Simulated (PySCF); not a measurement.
Compound: Ag(AsH3)Cl (singlet state).
Cartesian coordinates in Å at the PBE0-D3(BJ)/def2-SVP level; atoms count from 1:
```xyz
6
AgAsClH3 angstrom
Ag     0.000    0.011   -1.621
As     0.005   -0.015    0.826
H      0.829   -1.037    1.568
H     -1.293   -0.222    1.566
H      0.474    1.209    1.573
Cl    -0.016    0.054   -3.912
```

Theory: PBE0-D3(BJ)/def2-SVP geometry optimisation, gas phase, def2 core potentials past Kr (PySCF).

**Question.** Which atoms are bound to Ag1, and at what distances?

**Answer.** 2 atoms: Cl6 2.291 Å, As2 2.447 Å. The nearest atom not counted as bound is H5, at 3.44 Å (others tie with it).

**Question.** What is the shape at Ag1?

**Answer.** Linear: angle 179.4°.

**Question.** What are the other bond lengths?

**Answer.** As2–H3, As2–H4, As2–H5 1.508 Å.

**Question.** What are the rotational constants (commonest isotopes, rigid rotor)?

**Answer.** A = 96914, B = 831.6, C = 831.5 MHz: a prolate symmetric top.

Point group: C3v (every atom within 0.08 Å of its image). Charge 0, singlet. No frequency check.
